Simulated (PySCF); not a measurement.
# Calculated NMR parameters of C/C([SiH3])=P/C1CCC1

* Formula: C6H13PSi
* SMILES: C/C([SiH3])=P/C1CCC1
* Point group of the computed structure: C1
* Carbon signals: 5
* Proton signals: 7

Mapped SMILES: `[CH3:1]/[C:2]([SiH3:3])=[P:4]/[CH:5]1[CH2:6][CH2:7][CH2:8]1`. Each H is labelled by its parent atom. Ha(C6), Ha(C7), Ha(C8) are cis to P4 on the ring; Hb(C6), Hb(C7), Hb(C8) are trans to P4 on the ring.

Theory: PBE0-D3(BJ)/def2-SVP structure, shielding tensors at PBE0/pcSseg-1 (GIAO), in PySCF 2.14 (no relativistic terms, isolated molecule, one computed conformer, equivalent nuclei averaged).

References, each an isolated molecule treated in the same way: TMS for 1H, 13C, 29Si; 31P against H3PO4.

| carbon | δC, type | δH (multiplicity) | HMBC from (2–3 bonds) | span of the C tensor (ppm) |
| --- | --- | --- | --- | --- |
| C1 | 31.4, CH3 | 2.55 (m) | H(Si3) | 43 |
| C2 | 205.8, C | – | H(Si3), H(C5), H(C1) | 418 |
| C5 | 40.2, CH | 3.01 (m) | Hb(C6)/Hb(C8), Hb(C7), Ha(C6)/Ha(C8), Ha(C7) | 38 |
| C6/C8 | 29.7, CH2 | Hb(C6) 2.13 (m); Ha(C6) 2.05 (m) | H(C5), Hb(C6)/Hb(C8), Hb(C7), Ha(C6)/Ha(C8), Ha(C7) | 38 |
| C7 | 22.6, CH2 | Ha(C7) 1.85 (m); Hb(C7) 2.09 (m) | H(C5), Hb(C6)/Hb(C8), Ha(C6)/Ha(C8) | 26 |

Other nuclei:
| atoms | nucleus | environment | δ (ppm) | σ (ppm) |
| --- | --- | --- | --- | --- |
| H(Si3) | 1H | hydrogen on a silicon bonded to C | 4.27 | 27.00 |
| P4 | 31P | phosphorus bonded to 2 C | 401.1 | -91.0 |
| Si3 | 29Si | silicon bonded to C, 3 H | -79.2 | 431.2 |

δC 205.8: carbon double-bonded to a heavier main-group atom. δC 31.4: methyl carbon; aliphatic region, no heteroatom directly attached. δC 29.7, 22.6: sp3 CH2 in a ring; aliphatic region, no heteroatom directly attached. δH 4.27: hydrogen on a silicon bonded to C. δH 2.55: hydrogen on a methyl carbon.

Splittings by 31P in the carbon and heteronuclear signals aren't shown, as no couplings were computed. Shifts are as computed. Against solution values, carbons near 30 ppm lie about +2 ppm off and those near 130 ppm about +5 ppm. Of 1313 compounds with measured shifts, 239 miss one by over three times the rms of a fit or turn the order of signals round; such compounds aren't used in these exercises. Experimental scales use liquid or dissolved standards, which lie at an offset from isolated H3PO4. Multiplicities follow the n + 1 count of equivalent neighbours, as no J values were calculated; m marks all less simple cases, F and P coupling included.
